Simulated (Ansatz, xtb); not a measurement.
Diatomic GaTe, multiplicity 2 (lowest of 2S+1 = 2, 4 at CCSD(T)/def2-TZVPP on PBE0 minima; our sources give no spin for the ground state, which may be another). No spin–orbit coupling. Ga is treated without relativity.

The constants come from a fifth-degree fit in 1/R (seven points, main isotopes). In def2 and cc sets the state is the lowest found near the PBE0 minimum, followed along R.

Programs: Ansatz (a program for electronic structure); xtb for the GFN methods.  In def2 rows elements past Kr take small-core potentials, without spin–orbit coupling. The GFN methods have no spin term and hold the electronic entropy of 300 K.

```json
[
 {"level": "GFN1-xTB", "r_e (Å)": "2.487", "ω_e (cm⁻¹)": "301", "B_e (cm⁻¹)": "0.0605", "α_e (cm⁻¹)": "0.00028", "dipole (D)": "-"},
 {"level": "GFN2-xTB", "r_e (Å)": "2.473", "ω_e (cm⁻¹)": "271", "B_e (cm⁻¹)": "0.0612", "α_e (cm⁻¹)": "0.00029", "dipole (D)": "-"},
 {"level": "SVWN5/def2-TZVPP", "r_e (Å)": "2.374", "ω_e (cm⁻¹)": "272", "B_e (cm⁻¹)": "0.0664", "α_e (cm⁻¹)": "0.00025", "dipole (D)": "2.16"},
 {"level": "PBE/def2-TZVPP", "r_e (Å)": "2.421", "ω_e (cm⁻¹)": "253", "B_e (cm⁻¹)": "0.0639", "α_e (cm⁻¹)": "0.00026", "dipole (D)": "2.32"},
 {"level": "r2SCAN/def2-TZVPP", "r_e (Å)": "2.389", "ω_e (cm⁻¹)": "268", "B_e (cm⁻¹)": "0.0656", "α_e (cm⁻¹)": "0.00026", "dipole (D)": "2.39"},
 {"level": "B97M-V/def2-TZVPP", "r_e (Å)": "2.412", "ω_e (cm⁻¹)": "255", "B_e (cm⁻¹)": "0.0643", "α_e (cm⁻¹)": "0.00028", "dipole (D)": "2.36"},
 {"level": "B3LYP/def2-TZVPP", "r_e (Å)": "2.435", "ω_e (cm⁻¹)": "243", "B_e (cm⁻¹)": "0.0631", "α_e (cm⁻¹)": "0.00027", "dipole (D)": "2.62"},
 {"level": "PBE0/def2-TZVPP", "r_e (Å)": "2.401", "ω_e (cm⁻¹)": "261", "B_e (cm⁻¹)": "0.0649", "α_e (cm⁻¹)": "0.00027", "dipole (D)": "2.63"},
 {"level": "BHLYP/def2-TZVPP", "r_e (Å)": "2.421", "ω_e (cm⁻¹)": "247", "B_e (cm⁻¹)": "0.0639", "α_e (cm⁻¹)": "0.00028", "dipole (D)": "2.95"},
 {"level": "CAM-B3LYP/def2-TZVPP", "r_e (Å)": "2.411", "ω_e (cm⁻¹)": "250", "B_e (cm⁻¹)": "0.0644", "α_e (cm⁻¹)": "0.00028", "dipole (D)": "2.77"},
 {"level": "wB97X-V/def2-TZVPP", "r_e (Å)": "2.400", "ω_e (cm⁻¹)": "255", "B_e (cm⁻¹)": "0.0650", "α_e (cm⁻¹)": "0.00028", "dipole (D)": "2.90"},
 {"level": "wB97M-V/def2-TZVPP", "r_e (Å)": "2.410", "ω_e (cm⁻¹)": "250", "B_e (cm⁻¹)": "0.0645", "α_e (cm⁻¹)": "0.00028", "dipole (D)": "2.87"},
 {"level": "B2PLYP/def2-TZVPP", "r_e (Å)": "2.407", "ω_e (cm⁻¹)": "261", "B_e (cm⁻¹)": "0.0646", "α_e (cm⁻¹)": "0.00027", "dipole (D)": "-"},
 {"level": "CCSD/def2-TZVPP", "r_e (Å)": "2.401", "ω_e (cm⁻¹)": "263", "B_e (cm⁻¹)": "0.0649", "α_e (cm⁻¹)": "0.00027", "dipole (D)": "-"},
 {"level": "CCSD(T)/def2-TZVPP", "r_e (Å)": "2.397", "ω_e (cm⁻¹)": "270", "B_e (cm⁻¹)": "0.0651", "α_e (cm⁻¹)": "0.00026", "dipole (D)": "-"}
]
```

Correlated levels freeze the inner cores; with def2 sets outer-core shells near the valence are correlated too.
